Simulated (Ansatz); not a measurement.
**Worked example: C5H10 + Mo(CH3)(OH)O2 → C4H8O + Mo(CH3)2O2**

Species: C5H10 (1-pentene) `C=CCCC`, singlet; Mo(CH3)(OH)O2, singlet; C4H8O (3-buten-1-ol) `C=CCCO`, singlet; Mo(CH3)2O2, singlet. The partners trade CH3 for OH: C–CH3 and Mo–OH bonds give way to C–OH and Mo–CH3.

Shapes, held fixed at every level: PBE0-D4/def2-TZVP. Flexible molecules stand in one conformer, not always the lowest. Programs: Ansatz 0.2.0. Electronic energies: no zero-point or thermal term.

At CCSD(T)/def2-TZVPP; 1 Eh = 2625.50 kJ/mol:

```
      species  energy (Eh)
        C5H10  -196.164520
Mo(CH3)(OH)O2  -334.014116
        C4H8O  -232.049128
   Mo(CH3)2O2  -298.069533
```

Task: Work out ΔE of the reaction at this level.

Result: 
1. Products less reactants: (-232.049128) + (-298.069533) − [(-196.164520) + (-334.014116)] = 0.059975 Eh = +157.5 kJ/mol.

Other levels give +157.3 (PBE-D4/def2-TZVPP) to +163.5 kJ/mol (B2PLYP/def2-TZVPP). No measured value is set beside it here. T1 is large for Mo(CH3)2O2, so single-reference values are less sure there. For atoms past krypton def2 sets carry core potentials with scalar relativity. Correlated rows may include outer-core shells of Mo, which these sets cover unevenly.
